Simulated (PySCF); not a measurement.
B(F)(OMe)(OSiH3) (CH₆BFO₂Si), SMILES COB(F)O[SiH3]. Atoms are numbered in the order given.

```xyz
12

B      0.1441     0.6581     0.2386
F      0.4546     1.8661     0.7182
O     -0.8329     0.5055    -0.6891
C     -1.5825     1.5899    -1.2083
H     -1.2649     2.5495    -0.7720
H     -1.4522     1.6289    -2.3009
H     -2.6498     1.4295    -0.9901
O      0.8214    -0.4247     0.6918
Si     0.6048    -2.0274     0.2347
H     -0.7795    -2.4777     0.5552
H      1.5873    -2.8235     1.0168
H      0.8672    -2.1928    -1.2232
```

Geometry: r2SCAN-D4/def2-SVP. This is a generated structure with no PubChem entry under its InChIKey; it may be hypothetical. One conformer was computed; it need not be the lowest.

Method: PBE/pcSseg-1 (PySCF).

GIAO shieldings, no solvent; atoms alike by connectivity are averaged. δ = σ(ref) − σ: ¹¹B against BF3 (σ = 83.9 ppm); ¹⁹F against CFCl3 (σ = 133.6 ppm); ¹⁷O against H2O (σ = 334.3 ppm); ¹³C against TMS (σ = 182.0 ppm); ¹H against TMS (σ = 31.49 ppm); ²⁹Si against TMS (σ = 335.4 ppm), references at their B3LYP-D3(BJ)/def2-TZVP geometries, non-relativistic.

```
nucleus          atoms  count  δ (ppm)
-------  -------------  -----  -------
¹¹B                 B1      1      2.9
¹⁹F                 F2      1   -163.7
¹⁷O                 O3      1     86.9
¹⁷O                 O8      1     75.8
¹³C                 C4      1     57.1
¹H       H10, H11, H12      3     5.31
¹H          H5, H6, H7      3     4.16
²⁹Si               Si9      1    -32.6
```
